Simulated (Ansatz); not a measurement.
`O[SiH](O)C[SiH2]F` at its PBE0-D4/def2-TZVP geometry, where that method's forces vanish. The species carries charge 0 and has multiplicity 1.

```xyz
13

O    -0.8670    0.9689   -1.5984
Si   -0.3176    1.1661   -0.0657
O     0.5363    2.5607   -0.0118
C     0.8390   -0.2069    0.4259
Si    0.0766   -1.8924    0.3949
F    -0.8665   -1.9918   -0.9140
H    -1.2226    0.1060   -1.8248
H    -1.4670    1.2226    0.8795
H     0.1078    3.3574   -0.3276
H     1.2069   -0.0109    1.4401
H     1.7015   -0.1767   -0.2488
H     1.0733   -2.9843    0.2814
H    -0.8005   -2.1187    1.5693
```

Q: What forces (eV/Å) does r2SCAN-D4/def2-TZVPP give on these atoms in the Gaussian-basis code of Ansatz? (Estimate.)

A: The calculation gave: 
```
O1  -0.003  0.006 -0.050
Si2 -0.042 -0.046  0.062
O3   0.039  0.012  0.000
C4  -0.012 -0.012  0.021
Si5  0.013 -0.009  0.035
F6  -0.020  0.010 -0.035
H7  -0.011 -0.018 -0.010
H8   0.019 -0.007 -0.006
H9  -0.009  0.031 -0.006
H10  0.019  0.003 -0.014
H11  0.005  0.008  0.012
H12 -0.020  0.018  0.009
H13  0.023  0.003 -0.018
```
